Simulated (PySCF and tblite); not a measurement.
Values are calculated unless marked as measured or tabulated.
C₆H₈N₂, numbered as in [CH3:1][c:2]1[cH:3][n:4][c:5]([CH3:6])[n:7][cH:8]1.

Conformers came from 45 starts (ETKDG and KDG, MMFF94s, GFN2-xTB); geometries are GFN2-xTB. Weights use PBE0-D3(BJ)/pcSseg-1 energies plus GFN2-xTB zero-point and thermal terms (modes under about 100 cm⁻¹ blended into free rotors). Symmetry numbers and mirror images are counted. Conformers within 2.5 kcal/mol (GFN2-xTB free energy) were kept, 3 at most. Couplings: B3LYP/6-31G* with pcJ-1 on H (gas phase; spin-dipole term only for pairs with B, N, F, Si or P). Couplings are for ¹H. H–H couplings come out 0.1 to 0.9 Hz lower than with pcJ-1 on all atoms. (PySCF 2.14, tblite 0.8.)

```json
{"conformer": "1", "shape": "Cs", "weight %": "100.0"}
```

Q: Give the couplings in each conformer and the averages at 298.15 K (pairs that fast motion interchanges averaged).

A: 
```json
{"coupling": "²J(H1,H1)", "pairs": "3", "1": "-15.7", "average (Hz)": "-15.7"}
{"coupling": "²J(H6,H6)", "pairs": "3", "1": "-15.4", "average (Hz)": "-15.4"}
```
